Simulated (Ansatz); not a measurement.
Computed with Ansatz on PBE0-D4/def2-TZVP structures; ΔE is electronic, products minus reactants. CCSD(T)/CBS is the MP2 limit (def2-TZVPP, def2-QZVPP) plus CCSD(T) − MP2 in def2-TZVPP, frozen cores. This one scheme is used for every species. DFT in def2-TZVPP. B3LYP here is the variant with VWN-RPA as its local correlation; programs differ in this. For Ge outer-core shells are correlated without core-valence functions, which leaves a few kJ/mol of doubt a bond. Scalar relativity is left out up to krypton. One conformer a species, not always the lowest.

Consider the redistribution: `OC[B](Cl)[GeH3]` + `N=C(N)[SiH3]` → `N=[C]([SiH3])[GeH3]` + `NB(Cl)CO`.

```
             level  ΔE (kcal/mol)  difference from CCSD(T)/CBS
            PBE-D4          -27.4                          4.6
         r2SCAN-D4          -28.7                          3.3
           PBE0-D4          -28.4                          3.6
           ωB97X-V          -29.8                          2.2
           ωB97M-V          -31.2                          0.8
             B3LYP          -30.3                          1.7
     HF/def2-TZVPP          -32.5                         -0.5
CCSD(T)/def2-TZVPP          -32.4                         -0.4
SCS-MP2/def2-QZVPP          -33.0                         -1.0
      HF/CBS(def2)          -32.6                         -0.6
       CCSD(T)/CBS          -32.0                            0
```

Largest T1 diagnostic among the species: 0.014.

From PBE to PBE0 (25 % exact exchange), in def2-TZVPP and without D4, ΔE moves by −1.0 kcal/mol.
